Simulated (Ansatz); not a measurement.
```yaml
crystal:
  periodic: [false, false, false]
  atoms:
    - {symbol: C, position_ang: [-0.854917, -0.091610, 0.649838]}
    - {symbol: Re, position_ang: [0.790258, 0.084686, -0.600693]}
    - {symbol: O, position_ang: [1.995684, -0.897311, 0.075540]}
    - {symbol: O, position_ang: [0.277839, -0.459021, -2.122689]}
    - {symbol: O, position_ang: [1.203835, 1.728947, -0.596048]}
    - {symbol: H, position_ang: [-1.165746, -1.137524, 0.684431]}
    - {symbol: H, position_ang: [-0.579878, 0.247363, 1.650437]}
    - {symbol: H, position_ang: [-1.667075, 0.524460, 0.259194]}
basis:
  gaussian: {orbitals: def2-mTZVPP, final_grid: {core_spheres: 1, valence_spheres: 1, degree: 3}}
hamiltonian: {xc: {name: wB97M-V}}
output: {forces: true}
```

```sh
$ ansatz run in.yaml --threads 4 --pin off --events-out ev --progress --plain --max-ram 10444MiB
```

Shortened log:

```
Functional definition: wB97M-V
1146 factors; their error is unknown
334 factors; integrals over basis functions are off by at most 6.9e-6 eV
mean field evaluation 1: about -9338.5629 eV, gradient 1.0e2 eV
mean field evaluation 2: about -9272.4019 eV, gradient 2.3e2 eV
mean field evaluation 4: about -9356.9064 eV, gradient 5.9e0 eV
mean field evaluation 8: about -9321.4800 eV, gradient 1.7e2 eV
mean field evaluation 16: about -9336.0595 eV, gradient 3.2e0 eV
mean field evaluation 32: about -9339.5099 eV, gradient 1.0e-2 eV
mean field -9339.50990587 eV, -343.2206584935 hartree, gradient 7.9e-5 eV, S^2 0.000000; 0 other end points of the search recorded, 0 dependent functions left out
reference -9339.51014220 eV, -343.2206671786 hartree; 24, 24 occupied and 118, 118 virtual orbitals, 1146 factors
Total energy: -9339.51014220 eV, -343.2206671786 hartree
Atom 0 at    -0.854917    -0.091610     0.649838 Å, force   -52.638599    -7.571540    42.776370 eV/Å
Atom 1 at     0.790258     0.084686    -0.600693 Å, force    20.779397    10.841185   -28.143942 eV/Å
Atom 2 at     1.995684    -0.897311     0.075540 Å, force    20.562609   -10.689170     2.847612 eV/Å
Atom 3 at     0.277839    -0.459021    -2.122689 Å, force     2.049227    -2.931626    -9.639543 eV/Å
Atom 4 at     1.203835     1.728947    -0.596048 Å, force     6.517176     7.625933    -2.277707 eV/Å
Atom 5 at    -1.165746    -1.137524     0.684431 Å, force    -0.471274     1.806651    -2.703674 eV/Å
Atom 6 at    -0.579878     0.247363     1.650437 Å, force    -0.328293     2.140916    -2.473192 eV/Å
Atom 7 at    -1.667075     0.524460     0.259194 Å, force     3.529757    -1.222349    -0.385924 eV/Å
Dipole moment:    -0.035716     0.021851    -0.009699 e Å
```

Task: What is wrong with this run?

Result: The integration grid is far too coarse. The run converged. The result belongs to that input, not to the molecule as meant.
